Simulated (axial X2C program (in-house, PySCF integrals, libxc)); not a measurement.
Ionising MnH

All values come from calculations with an in-house all-electron X2C program for linear molecules (integrals from PySCF), spin-free (one-electron X2C) or two-component (2c: spin–orbit coupling with atomic mean-field Coulomb and Gaunt terms, which also bring small scalar terms), in Dyall basis sets with cores contracted in-house; open shells are unrestricted.

Basis sets: H dyall-v3z, Mn dyall-cv3z.

```
Hamiltonian  level       MnH state  Re (Å)  ωe (cm⁻¹)  De (eV)
  spin-free     HF  M_S = 3, Λ = 0   1.778     1550.6     1.49
  spin-free   PBE0  M_S = 3, Λ = 0   1.721     1555.7     1.84
         2c     HF           Ω = 3   1.778     1550.0     1.49
         2c   PBE0           Ω = 3   1.722     1555.0     1.84
```

Adiabatic ionisation energy (minimum to minimum, no zero-point term) and constants of MnH⁺:

```csv
Hamiltonian,level,MnH⁺ state,IE (eV),Re (Å),ωe (cm⁻¹),De (eV),fragments
spin-free,HF,"M_S = 5/2, Λ = 0",6.71,1.707,1519.9,0.80,Mn+ + H
spin-free,PBE0,"M_S = 5/2, Λ = 0",6.99,1.609,1781.1,1.95,Mn+ + H
2c,HF,Ω = 5/2,6.71,1.707,1519.3,0.80,Mn+ + H
2c,PBE0,Ω = 5/2,6.99,1.609,1780.9,1.95,Mn+ + H
```

(1) Add the zero-point terms to the ionisation energy at PBE0, 2c, and say whether the electron removed was bonding.

(2) Close the cycle De(MnH⁺) + IE(MnH) = De(MnH) + IE(Mn) to find the atomic ionisation energy at PBE0, 2c.

Each entry is the lowest single determinant of a limited PBE0 search at one distance. De goes to single-determinant-based atoms at the same level (for ions the charge split of lowest energy) and is withheld (n/a) where an atom does not fit its ground term or J level. Main or longest-lived isotopes. One determinant is a doubtful description, or other states lie close, for MnH, MnH⁺; these need not be ground states, and all values refer to the states named. Some open-shell Ω = 0 determinants are out of reach, so the Ω given for MnH need not be the lowest component. With several unpaired electrons the Ω given is that of one determinant, not necessarily of the lowest component.

## Answers

(1) IE0 = IE + (ωe⁺ − ωe)/2 = 6.99 + (0.014) = 7.00 eV. Re changes by -0.113 Å, so the bond shortens, as on loss of an antibonding or a polarising non-bonding electron.

(2) IE(Mn) = 1.95 + 6.99 − 1.84 = 7.10 eV, for the determinants used.
